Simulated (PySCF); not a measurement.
## Dipole moment and polarisability of `C=CC[N+](C)(C)[GaH3-]`

C5H14GaN.
Atom-mapped SMILES: `[CH2:1]=[CH:2][CH2:3][N+:4]([CH3:5])([CH3:6])[GaH3-:7]` (hydrogens: H8, H9 on C1; H10 on C2; H11, H12 on C3; H13, H14, H15 on C5; H16, H17, H18 on C6; H19, H20, H21 on Ga7)

Geometry (PBE0-D3(BJ)/def2-SVP, Å), atoms numbered from 1 in this order:
```
atom  x, y, z in Å
C1     5.8031   -0.1981   -1.6156
C2     4.7031   -0.9517   -1.5858
C3     3.4021   -0.5098   -0.9856
N4     2.2916   -0.3261   -1.9478
C5     2.5814    0.7389   -2.9106
C6     1.9433   -1.5703   -2.6379
Ga7    0.5738    0.2752   -0.8024
H8     5.8139    0.8159   -1.2017
H9     6.7390   -0.5685   -2.0421
H10    4.7438   -1.9659   -2.0006
H11    3.5321    0.4458   -0.4556
H12    3.0546   -1.2452   -0.2416
H13    3.4558    0.4914   -3.5361
H14    1.7030    0.8901   -3.5523
H15    2.7805    1.6745   -2.3699
H16    2.7466   -1.9009   -3.3181
H17    1.0278   -1.4105   -3.2238
H18    1.7449   -2.3568   -1.8969
H19    0.4283   -1.0163    0.1061
H20   -0.4571    0.4594   -1.9925
H21    1.1693    1.5825   -0.1313
```

Level: CAM-B3LYP/def2-SVPD (PySCF), static field, nuclei fixed, core orbitals frozen in the response. The polarisability tensor in these axes (au):

```
x   120.82   2.87  -2.34
y     2.87  97.18   1.61
z    -2.34   1.61  93.44
```

**Question.** What are the eigenvalues, a third of the trace, and Δα (Δα² = ½Σ(αi − αj)² over the three pairs)?

**Answer.** Principal values 92.48, 97.64 and 121.32 au; mean 103.81 au = 15.38 Å³ = 17.12 × 10⁻⁴⁰ C²·m²/J; Δα = 26.64 au (26 % of the mean).

**Question.** What is the dipole moment, and where does it point?

**Answer.** (3.97, -1.33, -2.48) D, 4.87 D in size, pointing from the negative to the positive side. Measured along this direction, the outermost atoms are H20, H19 and H21 at the negative end and H9 at the positive end.

**Question.** What molar refraction does this α imply?

**Answer.** Lorentz–Lorenz: R = (4π/3)N_A α = 2.5225 cm³/(mol·Å³) × 15.38 Å³ = 38.8 cm³/mol, in the limit of long wavelengths.

**Question.** How large is μ²/3kT at 500 K beside α?

**Answer.** In Gaussian units μ²/3kT = 114.42 Å³ against 15.38 Å³, a ratio of 7.44; the Debye molar polarisation (4π/3)N_A(α + μ²/3kT) is 327.4 cm³/mol, leaving out the vibrational part.

**Question.** Find the Langevin capture rate constant for O2+ (31.990 u) meeting this molecule (157.038 u), k = 2.342 × 10⁻⁹ cm³/s × √(α in Å³ / reduced mass in u).

**Answer.** The reduced mass is 26.58 u, so k = 1.78 × 10⁻⁹ cm³/s. The formula leaves out the permanent dipole, which adds to the capture rate.

**Question.** Traceless (Buckingham) quadrupole moment about the centre of nuclear charge: eigenvalues?

**Answer.** -3.61, -0.30, 3.91 D·Å. The values depend on the origin, since the dipole doesn't vanish. The electronic extent ⟨r²⟩ about the same centre is 1487 bohr², a root-mean-square distance of 2.25 Å for the 82 electrons.

**Question.** What would n − 1 = 2πNα be for an ideal gas of these molecules at 400 K and 1 atm, electronic part alone?

**Answer.** N = p/kT = 1.8347 × 10¹⁹ cm⁻³, so n − 1 = 2π × N × 15.38 × 10⁻²⁴ cm³ = 1773 × 10⁻⁶ at long wavelengths, for an ideal gas.

Isolated species at its PBE0-D3(BJ)/def2-SVP geometry (one conformer only). The calculation is non-relativistic, for gallium too.

These values come from a run that also computed excited states. Time: 24 min wall, 21 min CPU (with the writing of density and orbital grids); peak memory 1.4 GiB. Hardware: one thread, Intel Xeon at 2.50 GHz (x86_64), shared host.
